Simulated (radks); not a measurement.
The bromine ion Br25+, 10 electrons, occupied as [Ne].

Calculated with a radial shooting solver on a logarithmic mesh with Libxc functionals: scalar-relativistic Kohn-Sham, PBEsol, spin-polarised, spherical densities, finite nucleus; Fermi nuclear charge, rms radius 4.1629 fm.

Energy parts (eV):
part                       energy
total                  -59531.321
kinetic                 61025.488
electron-nucleus      -128207.884
Hartree                  9157.868
exchange-correlation    -1506.794

Orbitals (lengths in bohr, moments of r in powers of bohr):
orbital  occ.  eigenvalue (eV)       <r^4>      <r>  <1/r>
1s          2        -14514.68  0.00001557  0.04274  35.66
2s          2        -2868.924    0.002788   0.1859  8.051
2p          6        -2677.975    0.001969   0.1616  7.866
3s          0        -1141.083     0.07874   0.4527  3.263
3p          0        -1081.993     0.07381   0.4385  3.178

The highest occupied level is 2p at -2678.0 eV. The density falls to 0.001 e/bohr^3 at r = 0.66 bohr. For comparison, the ionisation energy in NIST's Atomic Spectra Database is 2731 eV (semi-empirical). In exact Kohn-Sham theory the highest level is minus the ionisation energy, but local and semilocal functionals leave it too shallow, through self-interaction and a potential that decays too fast; potentials with the right tail come closer. The electron density at the nucleus is 4.438e+04 e/bohr^3 (large components only). Summed over all electrons, <r^2> = 0.2767 bohr^2, which gives a Langevin (diamagnetic) susceptibility term of -0.219 x 10^-6 cm^3/mol.
